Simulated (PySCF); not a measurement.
C₃H₉ClOSi, SMILES CC[Si@](C)(O)Cl.

Geometry: B3LYP-D3(BJ)/def2-SVP. The structure was generated by enumeration; whether it is a known compound was not checked. Other conformers were not sampled.

Computed with PBE/def2-TZVP run with PySCF.

The molecule is in vacuum.

| Quantity | Value |
|---|---|
| total energy | -944.29684 hartree |
| highest occupied level | -6.79 eV |
| lowest empty level | -0.15 eV |
| orbital gap | 6.64 eV |
| dipole moment | 1.76 D |
| quadrupole, principal values (traceless, Buckingham form, about the centre of nuclear charge) | -5.69, -1.70, 7.39 D·Å |
| mean static polarisability | 78.0 bohr³ (11.56 Å³) |
| polarisability, principal values | 73.5, 79.4, 81.2 bohr³ |
